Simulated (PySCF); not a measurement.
C2F3O2, charge -1, multiplicity 1.

```xyz
7

O      1.4212    -1.2707     0.1690
C      1.0622    -0.0919     0.0059
O      1.6940     0.9655    -0.1509
C     -0.5167     0.0630    -0.0035
F     -1.0835    -0.4005     1.1446
F     -0.9593     1.3345    -0.1448
F     -1.0899    -0.6435    -1.0175
```
Charge -1, spin multiplicity 1.

Geometry optimised at B3LYP-D3(BJ)/def2-SVPD. The spin state was assumed, not searched. The isomer is the one that the SMILES or the coordinates give; other isomers of the formula were not compared.

Calculation: PySCF with KT2/pcSseg-1. Non-relativistic, no solvent.

Computed absolute GIAO shielding of each atom: isotropic value and principal components (ppm):
| atom | σ(iso) | σ11 | σ22 | σ33 | span |
|---|---|---|---|---|---|
| O1 | 14.8 | -166.2 | -25.0 | 235.6 | 401.8 |
| C2 | 32.1 | -61.9 | 50.9 | 107.3 | 169.2 |
| O3 | 3.3 | -186.6 | -43.2 | 239.6 | 426.2 |
| C4 | 57.9 | 49.0 | 51.9 | 72.9 | 24.0 |
| F5 | 249.8 | 162.0 | 236.8 | 350.4 | 188.4 |
| F6 | 254.9 | 166.9 | 253.7 | 344.1 | 177.2 |
| F7 | 249.4 | 161.7 | 235.7 | 350.7 | 189.0 |
